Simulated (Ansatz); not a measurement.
```yaml
crystal:
  periodic: [false, false, false]
  atoms:
    - {symbol: C, position_ang: [-0.715830, 1.075705, 0.763580]}
    - {symbol: C, position_ang: [-0.254210, -0.307374, 0.699335]}
    - {symbol: Zn, position_ang: [0.604958, -0.952570, -0.941691]}
    - {symbol: O, position_ang: [1.404393, -1.490208, -2.469998]}
    - {symbol: H, position_ang: [-1.408599, 1.313275, -0.110565]}
    - {symbol: H, position_ang: [-1.246034, 1.317726, 1.672029]}
    - {symbol: H, position_ang: [0.169056, 1.791006, 0.578060]}
    - {symbol: H, position_ang: [0.473536, -0.611297, 1.545015]}
    - {symbol: H, position_ang: [-1.065116, -1.026738, 0.879166]}
    - {symbol: H, position_ang: [2.226716, -1.122923, -2.693526]}
basis:
  gaussian: {orbitals: def2-mTZVPP}
magnetization: {spin_polarized: true, initial_magnetization: 8}
hamiltonian: {xc: {name: PBEsol}, dispersion: d3bjatm, pseudopotentials: {relativity: none}}
accuracy: high
output: {forces: true}
```

```sh
$ ansatz run in.yaml --threads 4 --pin off --events-out ev --progress --plain --max-ram 10444MiB
```

Output, abridged:

```
Functional definition: PBEsol
2742 factors; integrals over basis functions are off by at most 3.9e-8 eV
mean field evaluation 1: about -52371.5696 eV, gradient 2.4e2 eV
mean field evaluation 2: about -51274.1247 eV, gradient 6.1e2 eV
mean field evaluation 4: about -52063.4191 eV, gradient 2.7e2 eV
mean field evaluation 8: about -52542.4764 eV, gradient 1.3e1 eV
mean field evaluation 16: about -52543.5625 eV, gradient 5.8e-1 eV
mean field evaluation 32: about -52543.5578 eV, gradient 1.4e-5 eV
mean field -52543.55777862 eV, -1930.9401330618 hartree, gradient 7.2e-8 eV, S^2 20.005157; 6 other end points of the search recorded, 0 dependent functions left out
reference -52543.55778368 eV, -1930.9401332474 hartree; 32, 24 occupied and 93, 101 virtual orbitals, 2742 factors
Total energy: -52543.61991540 eV, -1930.9424165461 hartree
Atom 0 at    -0.715830     1.075705     0.763580 Å, force     0.279800    -2.053763    -0.243689 eV/Å
Atom 1 at    -0.254210    -0.307374     0.699335 Å, force    -1.605425     4.669193     1.090968 eV/Å
Atom 2 at     0.604958    -0.952570    -0.941691 Å, force    -0.619225     0.039847     1.050313 eV/Å
Atom 3 at     1.404393    -1.490208    -2.469998 Å, force    -7.207749    -5.209575    -1.226269 eV/Å
Atom 4 at    -1.408599     1.313275    -0.110565 Å, force     0.423964     0.109746    -0.570488 eV/Å
Atom 5 at    -1.246034     1.317726     1.672029 Å, force    -0.704826     0.164066     1.566768 eV/Å
Atom 6 at     0.169056     1.791006     0.578060 Å, force     0.516694     0.076333    -0.716756 eV/Å
Atom 7 at     0.473536    -0.611297     1.545015 Å, force     0.584475    -0.478622     1.224984 eV/Å
Atom 8 at    -1.065116    -1.026738     0.879166 Å, force    -1.069212    -1.357933     0.633487 eV/Å
Atom 9 at     2.226716    -1.122923    -2.693526 Å, force     9.401505     4.040707    -2.809320 eV/Å
Dipole moment:    -0.554886     0.468783     0.407091 e Å
```

What is wrong with this run?

The spin is set far too high for this molecule. The run converged. The result belongs to that input, not to the molecule as meant.
